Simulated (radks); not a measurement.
Charge is removed step by step from the 6s up level of W+, starting from [Xe] 4f14 5d4 6s(up 1, down 0). Method: scalar-relativistic Kohn-Sham, SCAN, spin-polarised, spherical densities, finite nucleus; open shells are filled with parallel spins first (spin-orbit coupling, left out, can overturn this in heavy ions); meta-GGA in the generalised Kohn-Sham scheme; Fermi nuclear charge, rms radius 5.3658 fm; computed with a radial shooting solver on a logarithmic mesh with Libxc functionals.

removed (e)  E - E(0) (eV)  eigenvalue (eV)
0                    0.000          -13.459
0.125                1.746          -14.443
0.25                 3.608          -15.364
0.375                5.582          -16.216
0.5                  7.657          -17.018
0.625                9.834          -17.793
0.75                12.104          -18.558
0.875               14.474          -19.324

The mean slope of the eigenvalue, de/dn, is 6.70 eV per electron.
